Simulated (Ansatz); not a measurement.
Molecule: sum formula MoO₂F, charge 0, multiplicity 2. The spin state was set by rule; other spins were not relaxed. SMILES: [F][Mo](=[O])=[O]
Geometry: optimised at B3LYP-D3(BJ)/def2-TZVP (Ansatz, a quantum-chemistry and plane-wave program).

Wanted: vertical ionisation energy (to the singlet state of charge +1; each state is the SCF solution reached for its spin; the UHF <S^2> is 1.50 for the doublet (pure: 0.75); for the singlet the Hartree-Fock reference is unstable and T1 is 0.039; for the doublet T1 is 0.075), in eV. Correlated levels leave the core frozen unless marked. UHF or UKS for open shells. Spin-orbit coupling is left out. The frozen core is the preceding noble-gas configuration, with the filled d and f shells of earlier blocks. Past Kr the def2 sets carry scalar-relativistic core potentials. 

| level | program | vertical ionisation energy (eV) |
|---|---|---|
| SVWN5/def2-TZVPD | Ansatz | 9.81 |
| PBE/def2-TZVPD | Ansatz | 9.59 |
| B3LYP/def2-TZVPD | Ansatz | 10.05 |
| PBE0/def2-TZVPD | Ansatz | 10.01 |
| CAM-B3LYP/def2-TZVPD | Ansatz | 10.24 |
| wB97X-V/def2-TZVPD | Ansatz | 10.02 |
| MP2/def2-SVPD | Ansatz | 6.57 |
| RI-MP2/def2-TZVPPD | Ansatz | 6.71 |
| SCS-MP2/def2-SVPD | Ansatz | 6.65 |
